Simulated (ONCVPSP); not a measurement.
Logarithmic derivatives: Er (Z = 68), ONCV

- Element: Er
- Generator: ONCVPSP 4.0.1
- Type: optimised norm-conserving Vanderbilt (ONCV)
- Functional: PBE
- Relativity: scalar-relativistic
- Frozen core: [Kr] 4d10
- Valence charge: 22
- Reference configuration: 4f12 5s2 5p6 6s2
- Partial waves: 5s+6s: rc 1.80 bohr, ncon 5, nbas 9, qcut 6.6 1/bohr, 3 projectors, debl 3.7 Ha; 5p: rc 2.10 bohr, ncon 4, nbas 8, qcut 5.2 1/bohr, 3 projectors, debl 3.5 Ha; d scattering state at 0.03 Ha: rc 1.80 bohr, ncon 3, nbas 8, qcut 5.1 1/bohr, 2 projectors, debl 3.6 Ha; 4f: rc 1.35 bohr, ncon 3, nbas 8, qcut 15.1 1/bohr, 2 projectors, debl 2.9 Ha
- Local potential: polynomial inside 1.10 bohr (lpopt 4, dvloc0 4 Ha)
- Core correction: none

In the d channel the program set the typed energies aside and used 0.050, 3.650 Ha.

The phase is arctan(r·R′/R) of the radial function R(r), unwrapped; energies in Ha, scanned from -3 to 5 Ha. A pole is an energy at which the radial function vanishes at the test radius. The pseudo phase is shifted by a multiple of π to meet the all-electron one at the reference energy, and phase errors are pseudo minus all-electron; the curves can meet again beyond the range given. Levels narrower than the energy grid can be missing from the lists of poles.

```tsv
channel	radius (bohr)	reference energy (Ha)	poles, all-electron	poles, pseudo	unbroken range about the reference energy with phases within 0.05 rad	phase error 1 Ha above the reference energy (rad)
s	1.83	-0.14	-1.31	-1.31	the whole range	+0.000
p	2.13	-0.97	-0.51	-0.51	the whole range	-0.000
d	1.83	0.05	2.15	2.15	the whole range	-0.000
f	1.37	-0.12	0.34	0.34	the whole range	+0.000
```

Phases in the d channel:

```json
{"E (Ha)": "-2.98", "all-electron": "1.257", "pseudo": "1.256"}
{"E (Ha)": "-2.54", "all-electron": "1.216", "pseudo": "1.215"}
{"E (Ha)": "-2.10", "all-electron": "1.158", "pseudo": "1.157"}
{"E (Ha)": "-1.66", "all-electron": "1.068", "pseudo": "1.067"}
{"E (Ha)": "-1.22", "all-electron": "0.911", "pseudo": "0.910"}
{"E (Ha)": "-0.78", "all-electron": "0.588", "pseudo": "0.587"}
{"E (Ha)": "-0.34", "all-electron": "-0.091", "pseudo": "-0.091"}
{"E (Ha)": "0.10", "all-electron": "-0.818", "pseudo": "-0.818"}
{"E (Ha)": "0.54", "all-electron": "-1.181", "pseudo": "-1.181"}
{"E (Ha)": "0.98", "all-electron": "-1.357", "pseudo": "-1.357"}
{"E (Ha)": "1.42", "all-electron": "-1.461", "pseudo": "-1.461"}
{"E (Ha)": "1.86", "all-electron": "-1.533", "pseudo": "-1.533"}
{"E (Ha)": "2.30", "all-electron": "-1.590", "pseudo": "-1.590"}
{"E (Ha)": "2.74", "all-electron": "-1.641", "pseudo": "-1.641"}
{"E (Ha)": "3.18", "all-electron": "-1.695", "pseudo": "-1.695"}
{"E (Ha)": "3.62", "all-electron": "-1.758", "pseudo": "-1.758"}
{"E (Ha)": "4.06", "all-electron": "-1.846", "pseudo": "-1.846"}
{"E (Ha)": "4.50", "all-electron": "-1.993", "pseudo": "-1.995"}
{"E (Ha)": "4.94", "all-electron": "-2.309", "pseudo": "-2.320"}
```
